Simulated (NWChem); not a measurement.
The numbers come from NWChem runs, not from measurements. System: hydronium (H3O (+1)), charge 1, spin multiplicity 1, at a geometry optimised with B3LYP/def2-SVP. Level: CCSD(T)/def2-SVP, 1 core orbitals frozen.

Input file:

```
start mol
memory heap 100 mb stack 700 mb global 1900 mb
charge 1
geometry units angstroms nocenter noautoz
  O     -0.000025     0.077442     0.000000
  H     -0.472033    -0.206672     0.817691
  H     -0.472033    -0.206672    -0.817691
  H      0.944265    -0.206192     0.000000
  symmetry group Cs
end
basis spherical
  * library def2-svp
end
scf
  rhf
  nopen 0
  maxiter 100
  thresh 1e-7
  semidirect memsize 60000000 filesize 0
end
ccsd
  freeze core 1
  maxiter 60
end
task ccsd(t) energy
```

Output (cleaned and shortened):

```
             Northwest Computational Chemistry Package (NWChem) 7.3.0
             --------------------------------------------------------

                                NWChem Input Module
                                -------------------

 Scaling coordinates for geometry "geometry" by  1.889725989
 (inverse scale =  0.529177249)

 Turning off AUTOSYM since
 SYMMETRY directive was detected!

                             Geometry "geometry" -> ""
                             -------------------------

 Output coordinates in angstroms (scale by  1.889725989 to convert to a.u.)

  No.       Tag          Charge          X              Y              Z
 ---- ---------------- ---------- -------------- -------------- --------------
    1 O                    8.0000    -0.00002500     0.07744200     0.00000000
    2 H                    1.0000    -0.47203300    -0.20667200     0.81769100
    3 H                    1.0000    -0.47203300    -0.20667200    -0.81769100
    4 H                    1.0000     0.94426500    -0.20619200     0.00000000

 Effective nuclear repulsion energy (a.u.)      13.8517465910

            Nuclear Dipole moment (a.u.)
            ----------------------------
        X                 Y               Z
 ---------------- ---------------- ----------------
    -0.0000018897     0.0000000000     0.0000000000

      Symmetry information
      --------------------

 Group name             Cs
 Group number              2
 Group order               2
 No. of unique centers     3

      Symmetry unique atoms

     1    2    4


 Summary of "ao basis" -> "" (spherical)
 ------------------------------------------------------------------------------
       Tag                 Description            Shells   Functions and Types
 ---------------- ------------------------------  ------  ---------------------
 *                          def2-svp                  on all atoms

 Summary of "ao basis" -> "ao basis" (spherical)
 ------------------------------------------------------------------------------
       Tag                 Description            Shells   Functions and Types
 ---------------- ------------------------------  ------  ---------------------
 O                          def2-svp                 6       14   3s2p1d
 H                          def2-svp                 3        5   2s1p

                                 NWChem SCF Module
                                 -----------------

  ao basis        = "ao basis"
  functions       =    29
  atoms           =     4
  closed shells   =     5
  open shells     =     0
  charge          =   1.00
  wavefunction    = RHF
  use symmetry    = T
  symmetry adapt  = T

 Summary of "ao basis" -> "ao basis" (spherical)
 ------------------------------------------------------------------------------
       Tag                 Description            Shells   Functions and Types
 ---------------- ------------------------------  ------  ---------------------
 O                          def2-svp                 6       14   3s2p1d
 H                          def2-svp                 3        5   2s1p

      Symmetry analysis of basis
      --------------------------

        a'         19
        a"         10

 Forming initial guess at       0.0s

      Superposition of Atomic Density Guess
      -------------------------------------

 Sum of atomic energies:         -76.18899089

 Renormalizing density from      11.00 to     10

      Non-variational initial energy
      ------------------------------
[...]
   5     -0.2145287550 -2.980D-05  1.179D-04     0.14     0.00     0.13
   6     -0.2145325031 -3.748D-06  3.858D-05     0.14     0.00     0.13
   7     -0.2145320593  4.437D-07  8.988D-06     0.14     0.00     0.13
   8     -0.2145320946 -3.531D-08  4.508D-06     0.14     0.00     0.13
   9     -0.2145320253  6.938D-08  8.742D-07     0.13     0.00     0.13
                  *************converged*************
-------------------------------------------------------------------------

 -----------
 CCSD Energy
 -----------
 Reference energy:             -76.245760208785910
 CCSD corr. energy:             -0.214532025265507
 Total CCSD energy:            -76.460292234051423

 --------------------------------
 Spin Component Scaled (SCS) CCSD
 --------------------------------
 Same spin contribution:                 -0.044322857568504
 Same spin scaling factor:                1.130000000000000
 Opposite spin contribution:             -0.170209167697003
 Opposite spin scaling fact.:             1.270000000000000
 SCS-CCSD correlation energy:            -0.266250472027604
 Total SCS-CCSD energy:                 -76.512010680813518
 memory            104854988

*********triples calculation*********

nkpass=    1; nvpass=    1; memdrv=          16536; memtrn=         374195; memavail=      104854876
 memory available/node                      104854876
 total number of virtual orbitals        24
 number of virtuals per integral pass    24
 number of integral evaluations           1
 number of occupied per triples pass      4
 number of triples passes                 1

 commencing integral evaluation        1 at           1.35
  symmetry use  T
task         2 out of       120 done   1%  at       0.0 secs
task         6 out of       120 done   5%  at       0.0 secs
task        17 out of       120 done  14%  at       0.0 secs
task        18 out of       120 done  15%  at       0.0 secs
task        24 out of       120 done  20%  at       0.0 secs
task        35 out of       120 done  29%  at       0.0 secs
task        38 out of       120 done  31%  at       0.0 secs
task        42 out of       120 done  35%  at       0.0 secs
task        48 out of       120 done  40%  at       0.1 secs
task        55 out of       120 done  45%  at       0.1 secs
task        62 out of       120 done  51%  at       0.1 secs
task        68 out of       120 done  56%  at       0.1 secs
task        72 out of       120 done  60%  at       0.1 secs
task        78 out of       120 done  65%  at       0.1 secs
task        85 out of       120 done  70%  at       0.1 secs
task        91 out of       120 done  75%  at       0.1 secs
task        96 out of       120 done  80%  at       0.1 secs
task       102 out of       120 done  85%  at       0.1 secs
task       108 out of       120 done  90%  at       0.1 secs
task       115 out of       120 done  95%  at       0.1 secs
task       120 out of       120 done 100%  at       0.1 secs
 commencing triples evaluation - blocking       1
 ccsd(t): done        1 out of       24 progress:    4.2%
 ccsd(t): done        2 out of       24 progress:    8.3%
 ccsd(t): done        3 out of       24 progress:   12.5%
 ccsd(t): done        4 out of       24 progress:   16.7%
 ccsd(t): done        5 out of       24 progress:   20.8%
 ccsd(t): done        6 out of       24 progress:   25.0%
 ccsd(t): done        7 out of       24 progress:   29.2%
 ccsd(t): done        8 out of       24 progress:   33.3%
 ccsd(t): done        9 out of       24 progress:   37.5%
 ccsd(t): done       10 out of       24 progress:   41.7%
 ccsd(t): done       11 out of       24 progress:   45.8%
 ccsd(t): done       12 out of       24 progress:   50.0%
 ccsd(t): done       13 out of       24 progress:   54.2%
 ccsd(t): done       14 out of       24 progress:   58.3%
 ccsd(t): done       15 out of       24 progress:   62.5%
 ccsd(t): done       16 out of       24 progress:   66.7%
 ccsd(t): done       17 out of       24 progress:   70.8%
 ccsd(t): done       18 out of       24 progress:   75.0%
 ccsd(t): done       19 out of       24 progress:   79.2%
 ccsd(t): done       20 out of       24 progress:   83.3%
 ccsd(t): done       21 out of       24 progress:   87.5%
 ccsd(t): done       22 out of       24 progress:   91.7%
 ccsd(t): done       23 out of       24 progress:   95.8%
 ccsd(t): done       24 out of       24 progress:  100.0%
 Time for integral evaluation pass     1        0.10
 Time for triples evaluation pass      1        0.03

 pseudo-e(mp4)  -0.32493030838549E-02
 pseudo-e(mp5)   0.96137233323919E-04
        e(t)    -0.31531658505310E-02

 --------------
 CCSD(T) Energy
 --------------
 Reference energy:                     -76.245760208785910

 CCSD corr. energy:                     -0.214532025265507
 T(CCSD) corr. energy:                  -0.003249303083855
 Total CCSD+T(CCSD) energy:            -76.463541537135271

 CCSD corr. energy:                     -0.214532025265507
 (T) corr. energy:                      -0.003153165850531
 Total CCSD(T) energy:                 -76.463445399901943

 routine      calls  cpu(0)   cpu-min  cpu-ave  cpu-max   i/o
 aoccsd          1     0.00     0.00     0.00     0.00    0.00
 iterdrv         1     0.00     0.00     0.00     0.00    0.00
 pampt           9     0.01     0.01     0.01     0.01    0.00
 t2pm            9     0.01     0.01     0.01     0.01    0.00
 sxy             9     0.03     0.03     0.03     0.03    0.00
 ints       129600     1.02     1.02     1.02     1.02    0.00
 t2eri        1080     0.07     0.07     0.07     0.07    0.00
 idx2         1080     0.03     0.03     0.03     0.03    0.00
 idx34           9     0.00     0.00     0.00     0.00    0.00
 ht2pm           9     0.01     0.01     0.01     0.01    0.00
 itm             9     0.03     0.03     0.03     0.03    0.00
 pdiis           9     0.00     0.00     0.00     0.00    0.00
 triples         1     0.00     0.00     0.00     0.00    0.00
 rdtrpo          1     0.00     0.00     0.00     0.00    0.00
 trpmos          1     0.10     0.10     0.10     0.10    0.00
 trpdrv          1     0.01     0.01     0.01     0.01    0.00
 dovvv        1920     0.01     0.01     0.01     0.01    0.00
 doooo        1920     0.00     0.00     0.00     0.00    0.00
 tengy        1536     0.01     0.01     0.01     0.01    0.00
 Total                 1.35     1.35     1.35     1.35    0.00

 Task  times  cpu:        1.6s     wall:        1.6s

 Total times  cpu:        1.6s     wall:        1.6s
```
